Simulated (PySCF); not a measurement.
NICS in rings of unrelated molecules.

Definitions: NICS(0) = −σiso at the ring centroid; NICS(1) = −σiso and NICS(1)zz = −σzz at ±1 Å along the ring normal z. Level: GIAO PBE0/pcSseg-1 (PySCF, non-relativistic, gas phase) on the GFN2-xTB geometries, one conformer each. Atom numbers follow the mapped SMILES.

Question: Order these rings by mean NICS(1)zz, lowest (most negative) first (ppm).
A. ring C2–N3–N4–C5–C6 in `[CH3:1][C:2]1=[N:3][NH:4][CH2:5][C@H:6]1[C:7]([CH3:8])([CH3:9])[CH3:10]`
B. ring C3–C4–C6 in `[CH3:1][CH2:2][C@@H:3]1[C@@H:4]([S-:5])[C@@H:6]1[CH:7]1[CH2:8][CH2:9]1` (charge -1)
C. ring C2–C3–C4–C5–C6–N7 in `[NH2:1][c:2]1[cH:3][cH:4][cH:5][cH:6][n:7]1`
D. ring C3–C4–C5–C6–N7–N9 in `[CH2:1]=[CH:2][C@H:3]1[CH2:4][CH2:5][CH2:6][N:7]([CH3:8])[N:9]1[CH3:10]`
E. ring N5–C6–C7–C8–C9–C10 in `[CH2:1]=[CH:2][CH2:3][NH:4][N:5]1[CH2:6][CH2:7][CH2:8][CH2:9][CH2:10]1`
F. ring C2–N3–N4–C9–C10 in `[CH3:1][C:2]1=[N:3][N:4]([CH2:5][CH:6]([CH3:7])[CH3:8])[CH2:9][CH2:10]1`
G. ring C3–P4–C5–S6–C7 in `[CH:1]#[C:2][c:3]1[p:4][cH:5][s:6][c:7]1[O:8][CH3:9]`

Answer: C (-23.1), G (-20.7), B (-18.5), A (-3.8), F (-2.6), D (-0.2), E (2.3).

| SMILES | ring | NICS(0) | NICS(1) | NICS(1)zz | HOMA | rms pucker (Å) | ring atoms with four or more neighbours |
| --- | --- | --- | --- | --- | --- | --- | --- |
| Nc1ccccn1 | 6-membered ring with N; formal bonds all aromatic | -6.3 | -9.4 | -23.1 | 0.98 | 0.00 | 0 |
| C#Cc1pcsc1OC | 5-membered ring with P and S; formal bonds all aromatic | -11.5 | -10.2 | -20.7 | 0.72 | 0.00 | 0 |
| CC[C@@H]1[C@@H]([S-])[C@@H]1C1CC1 | 3-membered carbocycle; formal bonds all single | -42.8 | -8.1 | -18.5 | – | 0.00 | 3 |
| CC1=NNC[C@H]1C(C)(C)C | 5-membered ring with 2 N; formal bonds 1 double, 4 single | -3.1 | -3.3 | -3.8 | – | 0.06 | 2 |
| CC1=NN(CC(C)C)CC1 | 5-membered ring with 2 N; formal bonds 1 double, 4 single | -2.7 | -2.6 | -2.6 | – | 0.05 | 2 |
| C=C[C@H]1CCCN(C)N1C | 6-membered ring with 2 N; formal bonds all single | -3.5 | -3.0 | -0.2 | – | 0.30 | 4 |
| C=CCNN1CCCCC1 | 6-membered ring with N; formal bonds all single | -4.2 | -2.9 | 2.3 | – | 0.24 | 5 |

NICS(0) gives another order. The isotropic NICS(1) gives another order. HOMA uses Krygowski's 1993 parameters; it is left out where a ring has a four-coordinate atom, a triple bond, no multiple bond or a kind of bond without parameters. NICS(1) and NICS(1)zz are means over the two faces.
